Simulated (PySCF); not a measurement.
# Bond curve of CdH⁺

Set-up: basis Cd def2-TZVP with ECP28, H def2-TZVP; scalar-relativistic core potentials; PySCF 2.14. Energies in eV from Cd⁺ + H in their ground configurations at the same level. State: ¹Σ⁺ (singlet), closed shell.

All columns are revPBE. A positive dipole points towards H; it is taken about the centre of mass and depends on that origin.

| R (Å) | E (eV) | μ (D) | Mulliken charge on Cd (basis-dependent) | HOMO (eV) | LUMO (eV) | Mayer bond order | ⟨S²⟩ |
| --- | --- | --- | --- | --- | --- | --- | --- |
| 1.432 | -1.631 | -1.45 | 0.92 | -15.11 | -10.47 | 1.05 | 0.00 |
| 1.498 | -1.880 | -1.39 | 0.91 | -15.05 | -10.55 | 1.03 | 0.00 |
| 1.565 | -2.026 | -1.33 | 0.90 | -14.97 | -10.61 | 1.02 | 0.00 |
| 1.615 | -2.083 | -1.27 | 0.90 | -14.90 | -10.66 | 1.01 | 0.00 |
| 1.665 | -2.104 | -1.21 | 0.89 | -14.83 | -10.71 | 1.01 | 0.00 |
| 1.715 | -2.097 | -1.14 | 0.89 | -14.75 | -10.76 | 1.00 | 0.00 |
| 1.782 | -2.051 | -1.04 | 0.88 | -14.64 | -10.82 | 1.00 | 0.00 |
| 1.865 | -1.953 | -0.91 | 0.88 | -14.50 | -10.90 | 0.99 | 0.00 |
| 1.965 | -1.793 | -0.75 | 0.87 | -14.33 | -10.99 | 0.99 | 0.00 |
| 2.098 | -1.540 | -0.50 | 0.86 | -14.10 | -11.10 | 0.98 | 0.00 |

A fit through these points gives, at Re = 1.675 Å, μ = -1.19 D and dμ/dR = 1.32 D/Å; the reduced mass is 0.999 u.

How strong is the fundamental in the double-harmonic approximation, I = 42.26·(dμ/dR)²/μred km/mol?

I = 42.26·(1.32)²/0.999 = 73.7 km/mol at revPBE.

For an ion De counts to the pair picked by the measured ionisation energies or electron affinities, which need not be the lowest pair at this level.
